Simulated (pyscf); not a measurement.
# `[CH3][InH][CH3]`, singlet

Gas-phase minimum from PySCF at ωB97X-D3(BJ)/def2-SVP, one conformer. 

SMILES: [CH3][InH][CH3]
```xyz
10

C     -1.1819     1.1543     0.6583
In     0.0229    -0.4981    -0.0401
C     -0.8374    -2.1359    -1.1570
H     -0.7539     2.1117     0.3205
H     -2.2205     1.0862     0.3021
H     -1.1915     1.1725     1.7604
H      1.7269    -0.5134     0.3109
H     -0.6918    -3.0830    -0.6126
H     -1.9142    -1.9945    -1.3322
H     -0.3325    -2.2392    -2.1310
```

Bonds (Å): C1–In2 2.161, C1–H4 1.102, C1–H5 1.100, C1–H6 1.102, In2–C3 2.161, In2–H7 1.740, C3–H8 1.102, C3–H9 1.100, C3–H10 1.102. Bond angles (°): In2–C1–H4 110.4, In2–C1–H5 112.0, In2–C1–H6 109.9, H4–C1–H5 108.7, H4–C1–H6 107.2, H5–C1–H6 108.5, C1–In2–C3 121.6, C1–In2–H7 119.2, C3–In2–H7 119.2, In2–C3–H8 110.1, In2–C3–H9 112.0, In2–C3–H10 110.2, H8–C3–H9 108.6, H8–C3–H10 107.2 (the first ones only).

Properties at ωB97X-D3(BJ)/def2-SVP:

```json
{
  "harmonic_wavenumbers_unscaled": "27, 29, 121, 350, 471, 506, 530, 612, 714, 726, 745, 1210, 1214, 1440, 1446, 1446, 1449, 1787, 3066, 3067, 3163, 3164, 3183, 3183 cm⁻¹",
  "zero_point_energy": "48.1 kcal/mol",
  "rotational_symmetry_number": "1",
  "Entropy of this conformer at 298 K and 1 atm, rigid rotor and harmonic oscillator, modes under 100 cm⁻¹ raised to 100": "336.0 J/(mol K)",
  "dipole_moment": "0.54 D"
}
```

Single-point totals, which compare only within one level (frozen core for MP2 and CC):

| level | total energy (hartree) |
|---|---|
| ωB97X-D3(BJ)/def2-TZVP | -270.69056 |
| PBE/def2-TZVP | -270.43979 |
| r²SCAN/def2-TZVP | -270.57790 |
| B3LYP-D3(BJ)/def2-TZVP | -270.65012 |
| PBE0-D3(BJ)/def2-TZVP | -270.46252 |
| M06-2X/def2-TZVP | -270.44029 |
| ωB97M-D3(BJ)/def2-TZVP | -270.60928 |
| HF/def2-TZVPP | -269.02154 |
| MP2/def2-TZVPP | -269.68520 |
| CCSD/def2-TZVPP | -269.71394 |
| CCSD(T)/def2-TZVPP | -269.73750 |

The lowest mode is so soft that the shape along it may change with the basis. Soft torsions are taken as harmonic, which can shift the entropy by several J/(mol K). The CCSD(T) − MP2 part came from Ansatz, without density fitting, on the same reference. The frozen core leaves the outer d or s,p core shells of the metals and heavy elements correlated in the MP2 and CC values, and def2-TZVPP describes them poorly, so these totals are far from the basis limit. Elements past Kr carry the def2 core potentials, without spin-orbit coupling.
